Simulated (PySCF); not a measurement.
# Identify the compound

An unknown has the formula C$_{7}$H$_{14}$N$_{2}$Si. Its calculated NMR data are:

¹H NMR (400 MHz, computed): δ 7.69 (m, 1H), 7.27 (m, 1H), 2.30 (s, 3H), 0.40 (s, 9H).

¹³C{¹H} NMR (computed): δ 147.5, 135.3, 123.1, 11.2, 0.1 (3C).

- geometry: GFN2-xTB
- shieldings: GIAO PBE0/pcSseg-1
- program: PySCF 2.14.0 with density-fitted response routines
- non-relativistic Hamiltonian, no solvent, one computed conformer, equivalent nuclei averaged

References, each an isolated molecule treated in the same way: ¹H, ¹³C vs TMS.

**Question.** Which candidate is it?
A. C=C/C(C)=N\[C@H]([SiH3])/C=N\C
B. Cc1cnn([Si](C)(C)C)c1
C. C=C([SiH2]N)N(C)CC#CC
D. Cn1cc([Si](C)(C)C)cn1
E. Cc1cc(C)n([SiH](C)C)n1

**Answer.** B. 

- Rings plus π bonds: 3 (1 ring in the answer).
- 5 carbon signals for 7 carbons: some carbons are equivalent by symmetry or fast rotation.
- Carbon types of the structure: 1 × C, 2 × CH, 4 × CH3, which accounts for all hydrogens.
- δC 147.5, 135.3: aromatic CH next to a ring nitrogen.
- δC 123.1: substituted aromatic carbon.
- δC 0.1: methyl carbon bonded to Si; an electropositive neighbour leaves it electron-rich and shielded.
- δH 7.69, 7.27: hydrogen on an aromatic CH next to a ring nitrogen; aromatic region.
- δH 2.30: hydrogen on a methyl carbon on an aromatic ring; benzylic-type position, deshielded by the ring.

The others: C=C/C(C)=N\[C@H]([SiH3])/C=N\C would give 7 carbon signals, not 5; Cn1cc([Si](C)(C)C)cn1 has carbons computed at 148.4, 137.8, 118.8, 39.3, 0.3; Cc1cc(C)n([SiH](C)C)n1 would give 6 carbon signals, not 5; C=C([SiH2]N)N(C)CC#CC would give 7 carbon signals, not 5.

Shifts are as computed. Against solution values, carbons near 30 ppm lie about +3 ppm off and those near 130 ppm about +5 ppm. Of 1211 compounds with measured shifts, 218 miss one by over three times the rms of a fit or turn the order of signals round; such compounds aren't used in these exercises. No couplings were computed; multiplicities are counted from neighbouring protons, with m where these are inequivalent, close in shift, in a saturated or five-membered ring or joined by F or P, and br s for small geminal =CH2 splittings.
